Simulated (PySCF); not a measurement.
Titanium: a sound run and one with changed settings

Sound run: Ti [Ar] 3d2 4s2, Ti⁺ [Ar] 3d2 4s1. All numbers are calculated (PySCF 2.14, no relativity, point nucleus, in 6-31G* (5s4p2d1f, 34 functions)). In the sound run the correlated levels freeze [Ar]. The sound run starts from symmetry-adapted Hartree-Fock orbitals and uses a fine grid where one is needed.

Changed run: all electrons correlated in a basis built for the valence shell.

```json
{"species": "Ti", "method": "MP2", "sound run (hartree)": "-848.35851", "changed run (hartree)": "-848.53115", "converged": "yes"}
{"species": "Ti⁺", "method": "MP2", "sound run (hartree)": "-848.13500", "changed run (hartree)": "-848.30175", "converged": "yes"}
```

Ionisation energy of Ti:

| method | sound run (eV) | changed run (eV) |
| --- | --- | --- |
| UHF | 5.513 | 5.513 |
| MP2 | 6.082 | 6.242 |
| SCS-MP2 | 6.199 | 6.301 |

A valence basis has no tight correlating functions, so it recovers only part of the core correlation, and not evenly between atom and ion.

For comparison, NIST gives 6.828 eV between the lowest levels.
